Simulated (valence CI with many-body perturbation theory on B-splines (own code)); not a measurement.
Ag33+: magnetic and hyperfine properties of the levels

Computed by valence CI with perturbative core correlation (CI+MBPT): four valence electrons over a frozen Dirac-Fock core [Ne], radial functions for each j: 11 s, 11 p, 9 d, 7 f, 5 g, 2 h, 1 i, with the one-electron correlation potential Σ1 (screened to all orders), the two-electron term Σ2, the three-electron term Σ3, Breit, model QED; selected single and double excitations, second order for the rest (own B-spline code, finite nucleus).

The last digits are not significant, and no measured levels were compared; by estimate large intervals hold to a few tenths of a per cent, small ones and those within an open d or f shell to about a per cent.

A/g_I is the dipole constant over the nuclear g factor μ/I (μ in nuclear magnetons, uniformly magnetised nucleus), B/Q the quadrupole constant per barn. Both hold the static response of the core; the bare values leave it out. Large factors of s and p1/2 electrons are usually good to 5 to 10 %; those of open d and f shells near neutrality can be off by tens of per cent, and small factors of p3/2, d and f electrons come from cancelling terms and can be off by a factor of two or in sign, in half-filled shells by more. B is blank for J = 1/2, where it vanishes, and for nearly pure S terms. Energies count from the lowest level. Levels with J = 0 are left out.

Levels are named by their leading jj configuration (3d3/2^4 stands for four electrons in 3d with j = 3/2), which in mixed levels can hold well under half, so a name can repeat and another be missing. Letters in brackets count levels of one name in rising energy.

```tsv
Level	E (eV)	g	A/g_I (MHz)	A/g_I bare	B/Q (MHz/b)	B/Q bare
(3s^2 3p1/2 3p3/2) J=1	36.39	1.497	-10100	-8510	40600	39700
(3s^2 3p1/2 3p3/2) J=2	41.64	1.212	95800	93900	55100	53900
(3s^2 3p3/2^2) J=2	81.86	1.280	46400	46000	25900	25300
(3s 3p1/2^2 3p3/2) J=2	117.53	1.713	223000	218000	48900	47900
(3s 3p1/2^2 3p3/2) J=1	134.41	0.890	-119000	-115000	61300	60100
(3s 3p1/2 3p3/2^2) J=2 [a]	150.79	1.455	145000	142000	45500	44700
(3s^2 3p1/2 3d3/2) J=2	157.63	0.830	72300	71300	-1350	-573
(3s 3p1/2 3p3/2^2) J=3	159.58	1.315	180000	175000	-14600	-14100
(3s 3p1/2 3p3/2^2) J=1 [a]	174.09	1.229	97000	95400	-51900	-50700
(3s 3p1/2 3p3/2^2) J=2 [b]	177.37	1.016	-3460	-2290	2970	3380
(3s^2 3p1/2 3d5/2) J=3	180.20	1.114	65800	64900	38200	38400
(3s^2 3p1/2 3d3/2) J=1	182.28	1.101	117000	114000	-12500	-12000
(3s^2 3p1/2 3d5/2) J=2	187.70	1.294	51700	51500	7400	7680
(3s 3p1/2 3p3/2^2) J=1 [b]	189.47	1.257	-13.9	1760	26000	25500
(3s^2 3p3/2 3d5/2) J=2 [a]	203.14	1.315	126000	123000	-55100	-53800
(3s^2 3p3/2 3d5/2) J=4	211.64	1.246	22000	22500	99100	98100
(3s^2 3p3/2 3d3/2) J=1	216.00	1.168	35500	35800	-29000	-28700
(3s^2 3p3/2 3d3/2) J=2	216.66	1.063	16800	17600	-13100	-12700
(3s^2 3p3/2 3d3/2) J=3	217.75	1.199	41300	41400	36100	35800
(3s^2 3p3/2 3d5/2) J=1 [a]	230.96	1.319	-83700	-79100	-12900	-12600
(3s^2 3p3/2 3d5/2) J=2 [b]	232.62	1.280	117000	115000	-60800	-59500
(3s^2 3p3/2 3d5/2) J=3	234.47	1.105	27700	27800	42400	42600
(3s 3p1/2^2 3d3/2) J=1	241.12	0.292	-156000	-150000	4770	5100
(3s 3p1/2^2 3d3/2) J=2	243.37	1.209	155000	152000	12900	13300
(3s^2 3p3/2 3d5/2) J=1 [b]	245.52	1.007	-45000	-42600	1760	1970
(3p1/2^2 3p3/2^2) J=2	255.28	1.240	-2130	-181	-12600	-11900
(3s 3p1/2^2 3d5/2) J=3	255.29	1.376	120000	118000	22000	22600
(3s 3p1/2 3p3/2 3d3/2) J=2 [a]	270.83	0.971	19800	20300	-9020	-8540
(3s 3p1/2 3p3/2 3d3/2) J=1 [a]	271.67	1.270	119000	117000	-39000	-38500
(3s 3p1/2 3p3/2 3d3/2) J=3 [a]	274.03	1.224	127000	125000	-18400	-17700
(3s 3p1/2 3p3/2 3d3/2) J=2 [b]	276.23	1.155	64800	64200	-10500	-10000
(3s 3p1/2 3p3/2 3d5/2) J=4 [a]	277.91	1.336	104000	102000	46200	46300
(3s 3p1/2 3p3/2 3d5/2) J=4 [b]	281.28	1.342	130000	128000	57400	56600
(3s 3p1/2 3p3/2 3d5/2) J=2 [a]	288.29	1.247	46100	46200	-47800	-46600
```

(1) Take the isotope of mass number 107, with I = 1/2, μ = -0.11352 μN. What is the hyperfine structure of (3s 3p1/2 3p3/2^2) J=2 [a]?

Results:

(1) From the table A = -33000 MHz. Shifts from the centre of gravity in MHz: F = 3/2: 49500, F = 5/2: -33000.
